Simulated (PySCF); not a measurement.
Ge(H)2(Br)(Me) (CH5BrGe), SMILES [CH3][GeH2][Br]. Atoms are numbered in the order given.

```xyz
8

Ge     0.4498     0.8788     0.0000
C     -1.1942     1.9409     0.0000
Br    -0.1515    -1.3834     0.0000
H      1.3010     1.1090    -1.2757
H      1.3010     1.1090     1.2757
H     -1.7925     1.7075     0.9010
H     -0.9415     3.0202     0.0000
H     -1.7925     1.7075    -0.9010
```
Charge 0, spin multiplicity 1.

The structure is a stationary point at PBE-D3(BJ)/def2-SVP.

Computed with PySCF 2.14.0 with PBE-D3(BJ)/def2-SVP.

Frequencies are harmonic and unscaled.

```tsv
mode	ν (cm⁻¹)	IR (km/mol)	moving atoms (share of kinetic energy)
1	127	0.0	H 98 %
2	141	0.7	C 45 %, H 26 %, Ge 16 %, Br 14 %
3	291	24.6	Ge 50 %, Br 48 %
4	427	8.9	H 94 %
5	591	1.2	H 98 %
6	591	20.1	C 64 %, H 19 %, Ge 17 %
7	673	50.5	H 93 %
8	815	143.8	H 84 %, C 14 %
9	832	32.5	H 80 %, C 18 %
10	842	59.2	H 98 %
11	1204	4.5	H 81 %, C 19 %
12	1377	4.8	H 96 %
13	1385	2.8	H 96 %
14	2078	87.9	H 99 %
15	2090	116.4	H 98 %
16	2987	1.7	H 97 %
17	3095	0.8	H 91 %, C 9 %
18	3109	0.4	H 90 %, C 10 %
```
